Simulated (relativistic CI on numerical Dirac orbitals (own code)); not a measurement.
## Co2+ (3d7) in a crystal field

Calculated by Dirac-Coulomb-Breit CI, separate exchange-only KLI orbitals for each configuration, model QED, valence Slater integrals scaled by 0.9, one configuration in a parametric crystal field (own radial code). With so little scaling, terms lie 10 to 35 % too far apart, which can change the order of excited levels.

Field parameters in Wybourne normalisation: D3d B²₀ = −7Dσ, B⁴₀ = −14Dq − 21Dτ, B⁴₃ = −14√(10/7) Dq; D4h B²₀ = −7Ds, B⁴₀ = 21(Dq − Dt), B⁴₄ = 21√(5/14) Dq; Td as Oh with Dq negative (B⁴₀ = 21Dq, B⁴₄ = √(5/14) B⁴₀). The field is a parameter set, without covalency.

S and J are read from ⟨S²⟩ = S(S + 1) and ⟨J²⟩ = J(J + 1) of each level; they are not fictitious spins.

Td, 10Dq = -3400 cm⁻¹, the lowest 10 levels:

```tsv
E (cm⁻¹)	Degeneracy	Irrep	S	J
0.0	4	Γ8	1.50	3.84
3217	4	Γ8	1.50	4.09
3365	2	Γ6	1.50	3.81
3637	4	Γ8	1.50	3.28
3727	2	Γ7	1.50	3.26
5511	2	Γ6	1.50	4.22
5971	4	Γ8	1.50	3.56
6537	2	Γ7	1.50	2.79
6651	4	Γ8	1.50	2.37
18740	4	Γ8	0.50	4.41
```

D3d, 10Dq = 18100, Dσ = 1010, Dτ = 310 cm⁻¹, the lowest 16 levels:

```
E (cm⁻¹)  Degeneracy  Irrep     S     J
     0.0           2     Γ4  1.50  3.97
     158           2     Γ4  1.48  3.68
     373           2  Γ5+Γ6  1.48  3.36
     632           2     Γ4  1.48  2.97
    2860           2  Γ5+Γ6  0.63  3.98
    3032           2     Γ4  0.61  3.99
    4782           2     Γ4  1.48  3.37
    4821           2  Γ5+Γ6  1.45  3.48
   17743           2  Γ5+Γ6  1.33  3.71
   17772           2     Γ4  1.42  3.68
   17784           2     Γ4  1.42  3.45
   17967           2     Γ4  1.47  3.36
   18243           2  Γ5+Γ6  0.76  4.33
   18590           2     Γ4  0.67  4.43
   19972           2     Γ4  0.65  3.83
   20284           2  Γ5+Γ6  0.86  3.83
```

Principal g values of the ground doublet: 0.69, 0.69, 8.60.

D4h, 10Dq = 16900, Ds = 290, Dt = 960 cm⁻¹, the lowest 16 levels:

```tsv
E (cm⁻¹)	Degeneracy	Irrep	S	J
0.0	2	Γ6	1.50	4.01
213	2	Γ6	1.50	3.77
398	2	Γ7	1.50	3.54
641	2	Γ7	1.50	3.10
4007	2	Γ6	1.48	3.45
4088	2	Γ7	1.50	3.43
5908	2	Γ6	1.50	3.46
5975	2	Γ7	1.50	3.30
7912	2	Γ6	0.54	4.01
13337	2	Γ7	0.52	4.14
13716	2	Γ6	1.47	3.57
13763	2	Γ7	1.44	3.49
13770	2	Γ6	1.49	3.51
13981	2	Γ7	1.50	3.25
15725	2	Γ7	0.60	4.08
16055	2	Γ6	0.57	3.95
```

Principal g values of the ground doublet: 1.31, 1.31, 8.27.

Td, 10Dq = -3150 cm⁻¹, the lowest 16 levels:

```csv
E (cm⁻¹),Degeneracy,Irrep,S,J
0.0,4,Γ8,1.50,3.86
2967,4,Γ8,1.50,4.11
3120,2,Γ6,1.50,3.82
3399,4,Γ8,1.50,3.27
3485,2,Γ7,1.50,3.27
5092,2,Γ6,1.50,4.21
5557,4,Γ8,1.50,3.54
6118,2,Γ7,1.50,2.78
6239,4,Γ8,1.50,2.35
18669,4,Γ8,0.50,4.43
18980,2,Γ6,0.50,4.35
19559,4,Γ8,0.52,3.84
20343,2,Γ6,0.51,3.71
20613,4,Γ8,1.45,2.63
20620,2,Γ7,1.49,2.51
20778,4,Γ8,0.66,4.11
```

D4h, 10Dq = 22300, Ds = 120, Dt = 810 cm⁻¹, the lowest 16 levels:

```csv
E (cm⁻¹),Degeneracy,Irrep,S,J
0.0,2,Γ6,1.48,3.97
260,2,Γ6,1.50,3.69
456,2,Γ7,1.50,3.41
683,2,Γ7,1.49,3.00
2115,2,Γ6,0.66,3.99
3925,2,Γ7,1.50,3.39
4120,2,Γ6,1.43,3.41
6660,2,Γ7,0.52,4.05
12561,2,Γ6,1.49,3.51
12629,2,Γ7,1.50,3.43
16295,2,Γ7,0.54,4.11
16632,2,Γ6,0.56,3.98
18790,2,Γ6,0.52,4.56
18846,2,Γ7,0.52,4.27
19324,2,Γ6,1.49,3.59
19479,2,Γ7,1.48,3.38
```

Principal g values of the ground doublet: 1.34, 1.34, 8.17.

The free-ion ground term has S = 3/2. Every field shown keeps that spin.

Levels of this model without a field, named by their leading LS term: 4F_9/2 0, 4F_7/2 809, 4F_5/2 1401, 4F_3/2 1806, 2G_9/2 17278, 4P_5/2 17389, 4P_3/2 17633, 4P_1/2 17977 cm⁻¹.
